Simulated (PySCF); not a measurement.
# Fe (iron, neutral): MN15 calculation

Configuration: [Ar] 3d6 4s1 5s1, high-spin 7D determinant (an excited configuration). Computed with PySCF 2.14 in aug-cc-pVQZ-DK, with the spin-free X2C one-electron Hamiltonian (Gaussian nucleus).

- Total energy: -1273.165 hartree
- One-electron energy: -1751.254 hartree
- Hartree (Coulomb) energy: 534.879 hartree
- Exchange-correlation energy: -56.790 hartree
- ⟨S²⟩: 12.0020
- ⟨L²⟩: 6.007
- Sum of ⟨r⟩: 26.15 bohr
- Sum of ⟨r²⟩: 96.04 bohr²
- Traceless quadrupole moment −½Σ⟨3z² − r²⟩ along its main axis: 0.0716 e·bohr²
- Langevin diamagnetic susceptibility: -76.1 ×10⁻⁶ cm³/mol
- Time after the integrals: of the order of 90 core-seconds

```tsv
shell	electrons	mean orbital energy (eV)	spread (eV)	rms radius, mean of both spins (bohr)
1s β	1	-6993.3	0	0.0675
1s α	1	-6993.3	0	0.0675
2s α	1	-816.47	0	0.293
2s β	1	-815.90	0	0.293
2p α	3	-707.29	0.868	0.261
2p β	3	-706.40	0.604	0.261
3s α	1	-101.25	0	0.884
3s β	1	-98.847	0	0.884
3p α	3	-69.968	1.487	0.935
3p β	3	-66.441	0.802	0.935
3d α	5	-16.932	1.620	1.26
3d β	1	-13.189	0	1.26
4s α	1	-10.482	0	3.01
5s α	1	-1.563	0	8.37
```

The outer electron is Rydberg-like, and this basis confines it to a smaller radius and binds it less than a complete one would.

Densities and radii are taken from the X2C orbitals without a picture-change correction, which distorts them close to the nucleus.
